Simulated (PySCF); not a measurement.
## NMR data sheet: C4HF5

* Formula: C4HF5
* SMILES: FC1=C(F)C(F)(F)[C@@H]1F
* InChI: InChI=1S/C4HF5/c5-1-2(6)4(8,9)3(1)7/h2H/t2-/m1/s1
* Point group of the computed structure: C1
* Degrees of unsaturation: 2
* Carbon signals: 4
* Proton signals: 1

Bonds (- single, = double, # triple, : aromatic): F1-C2 1.315 Å, C2=C3 1.333 Å, C3-F4 1.317 Å, C3-C5 1.515 Å, C5-F6 1.339 Å, C5-F7 1.349 Å, C5-C8 1.569 Å, C8-F9 1.356 Å, C8-C2 1.513 Å. C8 carries H10. Stereochemistry as in FC1=C(F)C(F)(F)[C@@H]1F.

[PySCF 2.14: PBE0/pcSseg-1 with gauge-including orbitals; geometry: GFN2-xTB; isolated molecule; non-relativistic Hamiltonian; one computed conformer]

Scale: TMS for 1H (σref 31.72) and 13C (σref 186.93); 19F (σref 170.95) against CFCl3 (reference shieldings calculated alike).

| carbon | δC, type | δH (multiplicity) | HMBC from (2–3 bonds) | span of the C tensor (ppm) |
| --- | --- | --- | --- | --- |
| C2 | 150.0, C | – | H10 | 113 |
| C3 | 143.2, C | – | H10 | 115 |
| C5 | 121.9, C | – | H10 | 38 |
| C8 | 95.7, CH | 5.65 (m) | – | 59 |

Other nuclei:
```tsv
atoms	nucleus	environment	δ (ppm)	σ (ppm)
F1	19F	vinylic fluorine	-128.5	299.5
F7	19F	fluorine of a CF2 group	-129.0	299.9
F4	19F	vinylic fluorine	-130.4	301.3
F6	19F	fluorine of a CF2 group	-140.0	311.0
F9	19F	fluorine on an sp3 carbon	-217.8	388.7
```

- Carbon types of the structure: 3 × C, 1 × CH, which accounts for all hydrogens.
- δC 150.0, 143.2: fully substituted alkene carbon; as expected for a trigonal carbon in a double bond.
- δC 121.9: allylic fully substituted sp3 carbon bonded to 2 F; 2 electronegative neighbours deshield it.
- δC 95.7: allylic sp3 CH bonded to F; deshielded by the electronegative neighbour.
- δH 5.65: hydrogen on an allylic sp3 CH bonded to F; its carbon carries F, which withdraws density.

Splittings by 19F in the carbon and heteronuclear signals aren't shown, as no couplings were computed. Shifts are as computed. Against solution values, carbons near 30 ppm lie about +3 ppm off and those near 130 ppm about +5 ppm. Of 1309 compounds with measured shifts, 239 miss one by over three times the rms of a fit or turn the order of signals round; such compounds aren't used in these exercises. Unscaled 19F shifts against computed CFCl3 carry errors that often reach 10 to 50 ppm.
